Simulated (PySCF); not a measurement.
## Simulated absorption spectrum

Compound: (H2B-mu-NHMe)2, C₂H₁₂B₂N₂.
Geometry (PBE0-D3(BJ)/def2-SVP, Å), atoms numbered from 1 in this order:
```
atom  x, y, z in Å
B1     0.561   -1.062    0.228
H2     0.459   -2.188    0.684
H3     1.665   -0.793   -0.217
N4     0.052    0.041    1.262
C5     0.928    1.166    1.563
B6    -1.168    0.278    0.262
H7    -2.221   -0.114    0.736
H8    -1.196    1.422   -0.161
N9    -0.597   -0.744   -0.824
C10   -0.214   -0.222   -2.130
H11   -0.263   -0.385    2.130
H12    1.817    0.835    2.121
H13    0.397    1.933    2.148
H14    1.264    1.624    0.624
H15   -1.216   -1.541   -0.944
H16    0.332   -0.980   -2.712
H17    0.444    0.645   -1.994
H18   -1.099    0.104   -2.699
```

Computed with TDDFT PBE0/def2-SVPD, vertical, gas phase, core orbitals frozen in the response in PySCF.

Broadening: Gaussians 0.25 eV wide at half height, area fixed by f = 4.319×10⁻⁹ ∫ε dν̃. The cross-section is σ = 3.8235×10⁻²¹ ε cm², given in Mb (10⁻¹⁸ cm²). The width is an assumption, not a result. The curve ends short of the highest state used, and states not computed would add to its high-energy end.

| E (eV) | σ (Mb) |
| --- | --- |
| 6.61 | 0.01 |
| 6.66 | 0.05 |
| 6.71 | 0.19 |
| 6.75 | 0.46 |
| 6.80 | 1.20 |
| 6.84 | 2.18 |
| 6.89 | 3.77 |
| 6.94 | 5.24 |
| 6.98 | 5.80 |
| 7.03 | 5.42 |
| 7.07 | 4.44 |
| 7.12 | 3.10 |
| 7.17 | 2.67 |
| 7.21 | 3.63 |
| 7.26 | 6.96 |
| 7.30 | 11.15 |
| 7.35 | 16.89 |
| 7.40 | 20.64 |
| 7.44 | 20.77 |
| 7.49 | 17.52 |
| 7.53 | 13.68 |
| 7.58 | 9.73 |
| 7.63 | 7.98 |
| 7.67 | 7.77 |
| 7.72 | 7.82 |
| 7.76 | 7.58 |
| 7.81 | 7.27 |
| 7.86 | 8.02 |
| 7.90 | 9.84 |
| 7.95 | 12.93 |

**Question.** Where are the band maxima, and which computed states make them?

**Answer.** 177 nm (6.99 eV), ε about 1500, made up of S1 (100%); 167 nm (7.42 eV), ε about 5500, made up of S3 (99%); 161 nm (7.71 eV), ε about 2000, made up of S4 (48%) and S5 (43%) (hardly more than a shoulder) (ε in L mol⁻¹ cm⁻¹; maxima over ε = 5, shares over 10%). At its high-energy end, 7.95 eV, the curve is still rising (ε about 3400, from S6). The states used: S1 6.99 eV (f 0.014); S2 7.27 eV (f 0.0000); S3 7.42 eV (f 0.051); S4 7.71 eV (f 0.0091); S5 7.74 eV (f 0.0084); S6 8.02 eV (f 0.036); S7 8.03 eV (f 0.0000); S8 8.25 eV (f 0.0015); S9 8.50 eV (f 0.015); S10 8.55 eV (f 0.0052).

**Question.** What would ε be at 7.42 eV, the highest of these maxima, with half the width (0.125 eV)?

**Answer.** About 10900 L mol⁻¹ cm⁻¹ against 5510, a factor of about 1.99; a lone state at its own centre would give exactly 2.

**Question.** Coming from long wavelengths, where does ε first pass 100 L mol⁻¹ cm⁻¹?

**Answer.** At about 184 nm (6.74 eV), 0.25 eV below S1.

One conformer stands for the species.
